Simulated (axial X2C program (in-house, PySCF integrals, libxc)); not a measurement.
# What spin–orbit coupling does to LiHg⁺

Computed with an in-house all-electron X2C program for linear molecules (integrals from PySCF). Spin-free means the one-electron spin-free X2C Hamiltonian; two-component (2c) means X2C with spin–orbit coupling and atomic mean-field two-electron Coulomb and Gaunt terms, so the difference of the two also holds small scalar two-electron terms. Basis: Hg dyall-cv3z [13s14p9d6f4g], Li dyall-cv3z [7s8p2d] (cores contracted in-house); Gaussian nuclei, density fitting, unrestricted open shells. Masses: Hg 201.971 u, Li 7.016 u.

Spin-free state: M_S = 0, Λ = 0 (closed shell); fragments Hg + Li+.

```tsv
level	Re (Å)	ωe (cm⁻¹)	De (eV)	μ (D)
PBE0	2.666	262.8	0.601	9.04
HF	2.766	244.4	0.583	9.10
MP2	2.693	246.7	0.471	n/a
CCSD	2.717	246.4	0.514	n/a
CCSD(T)	2.714	246.6	0.508	n/a
M06	2.826	219.9	0.541	10.03
```

Correlated methods: 12 electrons correlated (number of frozen shells: Hg 5 s, 4 p, 2 d, 1 f; Li 1 s), 262 virtual spin orbitals or spinors in MP2, 90 natural virtuals in coupled cluster.

Dipoles are positive if Li is the positive end and refer to the centre of mass.

Two-component determinant lowest at the distance of the search:

Ω = 0 (closed shell); fragments Hg + Li+.

```json
{"level": "PBE0", "Re (Å)": "2.664", "ωe (cm⁻¹)": "263.5", "De (eV)": "0.603", "μ (D)": "9.02"}
{"level": "HF", "Re (Å)": "2.763", "ωe (cm⁻¹)": "245.3", "De (eV)": "0.584", "μ (D)": "9.08"}
{"level": "MP2", "Re (Å)": "2.692", "ωe (cm⁻¹)": "247.0", "De (eV)": "0.471", "μ (D)": "n/a"}
{"level": "CCSD", "Re (Å)": "2.715", "ωe (cm⁻¹)": "247.0", "De (eV)": "0.514", "μ (D)": "n/a"}
{"level": "CCSD(T)", "Re (Å)": "2.712", "ωe (cm⁻¹)": "247.1", "De (eV)": "0.508", "μ (D)": "n/a"}
{"level": "M06", "Re (Å)": "2.825", "ωe (cm⁻¹)": "220.2", "De (eV)": "0.541", "μ (D)": "10.03"}
```

(1) From the two tables, how do the constants change at the CCSD(T) level (2c against spin-free)?

The state is one determinant whose occupation by symmetry is held fixed; it was picked as the lowest of a PBE0 search that is not exhaustive. De is counted from the lowest determinant-based energies of the atoms at the same level, without counterpoise correction. Coupled cluster ran in a truncated set of natural virtual spinors; the MP2 energy of the rest was added. (T) has no such correction and the atoms are truncated less, which lowers De at CCSD(T) by a hundredth of an eV or more.

## Answers

(1) At the CCSD(T) level Re falls by 0.002 Å and ωe rises by 0.5 cm⁻¹; De changes by 0.000 eV.
